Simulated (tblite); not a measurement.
Record of a relaxation.

Compound: C2H13AsSSi3.
Atom-mapped SMILES: `[CH3:1][Si@H:2]([AsH2:3])[S:4][SiH2:5][CH2:6][SiH3:7]` (hydrogens: H8, H9, H10 on C1; H11 on Si2; H12, H13 on As3; H14, H15 on Si5; H16, H17 on C6; H18, H19, H20 on Si7)

Computed with GFN2-xTB (tblite), gas phase: L-BFGS steps from a force-field or distance-geometry start until the largest atomic force falls under 0.01 eV/Å. 5 of its 78 geometries are shown.

Step 0: E = -591.6633 eV, largest atomic force 1.406 eV/Å
```
atom  x, y, z in Å  |  force x, y, z in eV/Å
C1     -3.085    1.573   -0.173   -0.714   1.192   0.215
Si2    -1.870    0.191   -0.385    0.059  -0.872   0.066
As3    -2.782   -1.776    0.463   -0.759   0.132   0.333
S4     -0.075    0.676    0.703    0.274  -0.248  -0.273
Si5     1.041   -0.935   -0.181   -0.212  -0.050  -0.316
C6      2.805   -0.889    0.410    0.436  -0.432   0.936
Si7     3.657    0.659   -0.213    0.439   0.619   0.120
H8     -2.651    2.520   -0.565   -0.599  -0.533   0.380
H9     -4.016    1.329   -0.729    0.620   0.328   0.433
H10    -3.336    1.702    0.909    0.127   0.057  -0.939
H11    -1.565    0.022   -1.807    0.153   0.069  -0.139
H12    -4.157   -1.502   -0.256    0.641  -0.030   0.465
H13    -3.256   -1.056    1.782    0.122  -0.324  -0.761
H14     1.026   -0.800   -1.656   -0.120   0.014   0.281
H15     0.440   -2.212    0.193   -0.215  -0.090   0.030
H16     2.822   -0.898    1.534    0.121  -0.161  -1.024
H17     3.350   -1.776    0.032   -0.382   0.380   0.402
H18     2.961    1.838    0.310    0.080  -0.037  -0.054
H19     5.052    0.669    0.259   -0.095  -0.006  -0.063
H20     3.633    0.676   -1.673    0.025  -0.008  -0.093
```

Step 19: E = -591.9407 eV, largest atomic force 0.116 eV/Å
```
atom  x, y, z in Å  |  force x, y, z in eV/Å
C1     -3.117    1.640   -0.163    0.082  -0.082  -0.008
Si2    -1.956    0.146   -0.390   -0.053   0.022  -0.034
As3    -2.845   -1.844    0.463   -0.077   0.027   0.021
S4     -0.071    0.602    0.593   -0.046  -0.015  -0.035
Si5     1.066   -1.025   -0.202    0.010  -0.009   0.019
C6      2.842   -0.863    0.418   -0.018   0.058  -0.052
Si7     3.727    0.715   -0.192   -0.033  -0.048  -0.027
H8     -2.685    2.558   -0.544    0.031   0.062  -0.012
H9     -4.050    1.461   -0.687   -0.023  -0.027  -0.051
H10    -3.355    1.792    0.884    0.028   0.019   0.083
H11    -1.595    0.024   -1.818   -0.067   0.013   0.050
H12    -4.183   -1.554   -0.170    0.064   0.007   0.038
H13    -3.298   -1.143    1.715    0.006  -0.046  -0.068
H14     0.993   -0.916   -1.659    0.031  -0.012  -0.047
H15     0.378   -2.266    0.192    0.080   0.022   0.043
H16     2.854   -0.891    1.506   -0.017   0.051   0.059
H17     3.400   -1.739    0.091   -0.012  -0.016  -0.046
H18     3.060    1.909    0.316   -0.004  -0.008  -0.001
H19     5.118    0.700    0.268    0.009  -0.030   0.021
H20     3.713    0.704   -1.661    0.008   0.012   0.047
```

Step 38: E = -591.9586 eV, largest atomic force 0.058 eV/Å
```
atom  x, y, z in Å  |  force x, y, z in eV/Å
C1     -3.109    1.660   -0.142    0.013   0.000  -0.001
Si2    -2.019    0.125   -0.410    0.052  -0.010  -0.024
As3    -2.888   -1.875    0.436   -0.023   0.003  -0.002
S4     -0.096    0.589    0.495   -0.034   0.014   0.000
Si5     1.079   -1.042   -0.225   -0.009  -0.007  -0.001
C6      2.842   -0.829    0.410   -0.007   0.009  -0.003
Si7     3.755    0.731   -0.188   -0.002  -0.001  -0.003
H8     -2.637    2.557   -0.530    0.008   0.029  -0.003
H9     -4.060    1.532   -0.651   -0.014  -0.010   0.002
H10    -3.312    1.825    0.912    0.011  -0.013   0.025
H11    -1.735    0.004   -1.853   -0.008  -0.007   0.013
H12    -4.231   -1.562   -0.163    0.012  -0.004   0.009
H13    -3.321   -1.210    1.709    0.004  -0.001  -0.009
H14     1.011   -1.010   -1.685    0.006  -0.018  -0.028
H15     0.462   -2.285    0.261   -0.017   0.011   0.000
H16     2.829   -0.830    1.500    0.010   0.002  -0.002
H17     3.407   -1.711    0.108   -0.002   0.007   0.011
H18     3.104    1.935    0.320    0.000  -0.006   0.000
H19     5.134    0.662    0.308    0.002   0.012   0.001
H20     3.777    0.745   -1.655   -0.002  -0.008   0.015
```

Step 58: E = -591.9616 eV, largest atomic force 0.029 eV/Å
```
atom  x, y, z in Å  |  force x, y, z in eV/Å
C1     -3.091    1.651   -0.124   -0.013   0.022   0.007
Si2    -2.018    0.115   -0.442    0.024   0.012   0.011
As3    -2.896   -1.877    0.419    0.003   0.000  -0.006
S4     -0.091    0.610    0.433   -0.014  -0.014  -0.011
Si5     1.077   -1.046   -0.239    0.000  -0.003  -0.006
C6      2.831   -0.820    0.417   -0.004  -0.013   0.005
Si7     3.749    0.736   -0.184    0.004   0.005   0.007
H8     -2.626    2.554   -0.508   -0.001   0.004  -0.009
H9     -4.062    1.540   -0.599   -0.001  -0.007  -0.001
H10    -3.252    1.795    0.941    0.000  -0.005   0.008
H11    -1.757   -0.011   -1.887   -0.010   0.003  -0.012
H12    -4.242   -1.548   -0.165    0.009  -0.002   0.004
H13    -3.306   -1.205    1.695    0.003   0.001  -0.001
H14     1.034   -1.063   -1.702   -0.004  -0.005   0.017
H15     0.433   -2.264    0.278    0.006   0.006  -0.010
H16     2.804   -0.809    1.507    0.005   0.000  -0.007
H17     3.403   -1.702    0.133    0.004  -0.003   0.011
H18     3.095    1.942    0.312   -0.014   0.007  -0.001
H19     5.124    0.679    0.324    0.006  -0.003   0.006
H20     3.785    0.736   -1.648   -0.004  -0.003  -0.012
```

Step 77: E = -591.9633 eV, largest atomic force 0.010 eV/Å
```
atom  x, y, z in Å  |  force x, y, z in eV/Å
C1     -3.091    1.658   -0.103   -0.002  -0.003  -0.001
Si2    -2.017    0.132   -0.472    0.000   0.005   0.008
As3    -2.870   -1.868    0.395    0.000  -0.005  -0.006
S4     -0.072    0.617    0.364   -0.009   0.003   0.000
Si5     1.085   -1.070   -0.250   -0.003   0.008  -0.002
C6      2.827   -0.824    0.432    0.000  -0.005  -0.001
Si7     3.735    0.734   -0.181    0.001   0.001   0.003
H8     -2.653    2.568   -0.501   -0.003  -0.006   0.004
H9     -4.078    1.534   -0.539    0.001   0.003   0.005
H10    -3.211    1.792    0.970    0.002   0.005  -0.008
H11    -1.801    0.026   -1.926    0.005   0.001  -0.005
H12    -4.226   -1.544   -0.166    0.002  -0.001   0.002
H13    -3.262   -1.199    1.679    0.002  -0.003   0.001
H14     1.063   -1.121   -1.712   -0.004  -0.004   0.004
H15     0.428   -2.272    0.284    0.002   0.006   0.000
H16     2.781   -0.794    1.521    0.001   0.001  -0.002
H17     3.414   -1.706    0.175    0.000  -0.006   0.000
H18     3.055    1.937    0.287   -0.003   0.003  -0.002
H19     5.102    0.702    0.348    0.003   0.000   0.000
H20     3.786    0.711   -1.645    0.005  -0.003   0.001
```

Problem. Summarise the path.

Solution. The energy falls by 0.3000 eV from step 0 to step 77; nine tenths of that is first reached at step 16. It falls at every step. The largest force goes from 1.406 to 0.010 eV/Å. Among the bonds As3–H13 changes most, from 1.576 to 1.500 Å; the atoms move by 0.184 Å rms after alignment.

Problem. Follow the three bonds and two angles with the largest change from start to end.

Solution. 
```tsv
step	E above end (eV)	largest force (eV/Å)	As3–H13 (Å)	As3–H12 (Å)	C1–Si2 (Å)	Si2–S4–Si5 (°)	Si5–C6–Si7 (°)
0	0.3000	1.406	1.576	1.576	1.852	93.2	110.2
3	0.1088	0.449	1.504	1.508	1.894	93.5	109.9
7	0.0578	0.204	1.501	1.502	1.896	94.7	111.5
10	0.0476	0.192	1.505	1.506	1.903	95.4	111.5
13	0.0378	0.134	1.493	1.495	1.894	96.4	112.2
17	0.0267	0.107	1.503	1.505	1.902	97.4	113.5
20	0.0205	0.100	1.504	1.507	1.905	97.9	113.8
23	0.0146	0.136	1.496	1.499	1.902	98.9	114.5
27	0.0095	0.053	1.502	1.504	1.903	100.1	115.3
30	0.0073	0.052	1.500	1.504	1.902	100.0	115.7
33	0.0063	0.060	1.499	1.500	1.904	100.2	115.8
37	0.0050	0.035	1.501	1.504	1.903	100.6	115.8
40	0.0042	0.057	1.500	1.503	1.901	100.5	115.8
44	0.0034	0.063	1.501	1.502	1.904	100.4	115.8
47	0.0027	0.023	1.500	1.503	1.901	100.4	116.0
50	0.0025	0.025	1.499	1.503	1.902	100.4	116.0
54	0.0020	0.021	1.500	1.503	1.902	100.5	116.1
57	0.0018	0.027	1.500	1.503	1.901	100.5	116.0
60	0.0015	0.025	1.500	1.503	1.902	100.5	115.8
64	0.0010	0.038	1.501	1.503	1.901	101.0	115.6
67	0.0007	0.032	1.500	1.503	1.901	101.1	115.5
70	0.0003	0.030	1.500	1.503	1.902	101.2	115.4
74	0.0001	0.021	1.501	1.502	1.901	101.4	115.5
77	0.0000	0.010	1.500	1.503	1.902	101.4	115.5
```

The cost below is that of the whole relaxation. On an Arm Neoverse V2 with one thread, shared host with 96 logical CPUs at a one-minute load of 30, this took 0.81 s.
